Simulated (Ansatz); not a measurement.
## Cost against result

The pair of F⁻ (SMILES [F-], atom 1) and BH$_{3}$O$_{3}$ (SMILES OB(O)O, atoms 2–8), both closed shells, in one local arrangement (a lower one may exist), relaxed at PBE0-D4/def2-TZVPD:

F1  (1.500, -0.945, -1.470)
O2  (0.644, -0.718, 0.900)
B3  (-0.296, 0.155, 0.447)
O4  (-1.190, 0.709, 1.367)
O5  (-0.396, 0.505, -0.867)
H6  (1.156, -0.973, 0.071)
H7  (-1.772, 1.292, 0.877)
H8  (0.355, -0.025, -1.325)
(Å)

Interaction energies are counterpoise-corrected; the time is that of the whole pair.

Program: Ansatz 0.2.0. Basis: as named in each row. Cores are frozen in the correlated methods. B3LYP uses VWN-RPA correlation. Extrapolation: Hartree–Fock as exp(−7.88 √X), correlation as X^−2.97.

Times are rough, for one single point on 4 threads of a shared host (Arm Neoverse V2).

The estimate by CCSD(T) at an estimated basis limit (MP2 extrapolated from triple and quadruple zeta, plus CCSD(T) − MP2 in triple zeta) is -60.03 kcal/mol.

| method | basis | time (s) | interaction energy (kcal/mol) | method less estimate |
| --- | --- | --- | --- | --- |
| HF | STO-3G | under 1 | -53.34 | 6.69 |
| PBE-D4 | STO-3G | under 1 | -70.79 | -10.76 |
| SPW92 | def2-SVP | under 1 | -76.55 | -16.52 |
| B3LYP-D4 | 6-31G | under 1 | -75.72 | -15.69 |
| PBE-D4 | def2-SVP | under 1 | -66.17 | -6.14 |
| PBE0-D4 | def2-SVP | under 1 | -68.09 | -8.06 |
| PBE-D4 | def2-TZVPPD | 2 | -59.25 | 0.78 |
| revPBE-D4 | def2-TZVPPD | 2 | -56.55 | 3.48 |
| wB97M-V | def2-SVP | 2 | -66.03 | -6.00 |
| BLYP-D4 | def2-TZVPPD | 2 | -56.78 | 3.25 |
| PBE0-D4 | def2-TZVPPD | 2 | -61.37 | -1.34 |
| CCSD(T) | def2-SVP | 2 | -60.48 | -0.45 |
| B3LYP-D4 | def2-TZVPPD | 2 | -59.44 | 0.59 |
| HSE06-D4 | def2-TZVPPD | 2 | -61.30 | -1.27 |
| r2SCAN-D4 | def2-TZVPPD | 3 | -61.94 | -1.91 |
| B2PLYP | def2-TZVPPD | 4 | -58.14 | 1.89 |
| wB97X-V | def2-TZVPPD | 5 | -59.66 | 0.37 |
| B97M-V | def2-TZVPPD | 6 | -58.43 | 1.60 |
| wB97M-V | def2-TZVPPD | 6 | -59.66 | 0.37 |
| MP2 | def2-QZVPPD | 12 | -58.98 | 1.05 |
| CCSD(T) | def2-TZVPPD | 130 | -58.10 | 1.93 |

No T1 diagnostic of these runs exceeds 0.023.
